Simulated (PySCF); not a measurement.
Magnetisability: `C1C(=CC(=O)O)CC=C1`, C$_{7}$H$_{8}$O$_{2}$

Geometry:
```csv
atom,x (Å),y (Å),z (Å)
O1,2.248,-1.105,1.284
C2,2.292,-0.555,0.207
O3,3.439,-0.482,-0.501
C4,1.187,0.092,-0.489
C5,-0.053,0.151,0.008
C6,-1.221,0.806,-0.675
C7,-2.351,0.602,0.288
C8,-1.964,-0.059,1.367
C9,-0.511,-0.412,1.317
H10,4.152,-0.920,-0.013
H11,1.434,0.527,-1.446
H12,-1.029,1.866,-0.863
H13,-1.423,0.342,-1.645
H14,-3.341,0.968,0.079
H15,-2.583,-0.332,2.204
H16,0.055,0.013,2.150
H17,-0.338,-1.491,1.365
```

Method used: GIAO B3LYP/pcSseg-1 magnetisability, rotational g tensor and spin-rotation constants, non-relativistic, gas phase in PySCF. Geometry: GFN2-xTB.

(1) How diamagnetic is it, and how anisotropic?

(2) Split it along the inertial axes a, b, c into diamagnetic and paramagnetic parts about the centre of mass, with the quadrupole moment.

(3) And the rotational g tensor?

Results:

(1) Isotropic -1126 × 10⁻³⁰ J/T², or -67.8 × 10⁻⁶ cm³/mol; principal values -1431, -1014, -932 × 10⁻³⁰ J/T², anisotropy 464 × 10⁻³⁰ J/T² (root of half the summed squared differences of the principal values). The susceptibility is in cgs units.

(2) 
```tsv
axis	χ (10⁻⁶ cm³/mol)	diamagnetic (10⁻⁶ cm³/mol)	paramagnetic (10⁻⁶ cm³/mol)	summed x² of all electrons (Å²)	quadrupole Θ (D Å)
a	-60.9	-375.8	314.9	295.3	+7.69
b	-56.3	-1313.8	1257.5	74.3	-3.75
c	-86.2	-1568.0	1481.8	14.3	-3.94
```
Anisotropies 2χaa − χbb − χcc = +20.7 and 2χbb − χaa − χcc = +34.5 × 10⁻⁶ cm³/mol. Θ is traceless in Buckingham's convention.

(3) 
| axis | rotational constant (GHz) | g | nuclear part | electronic part |
| --- | --- | --- | --- | --- |
| a | 4.6116 | -0.0750 | 0.6074 | -0.6823 |
| b | 0.9575 | -0.0146 | 0.5511 | -0.5657 |
| c | 0.8006 | -0.0009 | 0.5565 | -0.5574 |

Asymmetric top; isotopes 12C, 1H, 16O; no vibrational averaging.
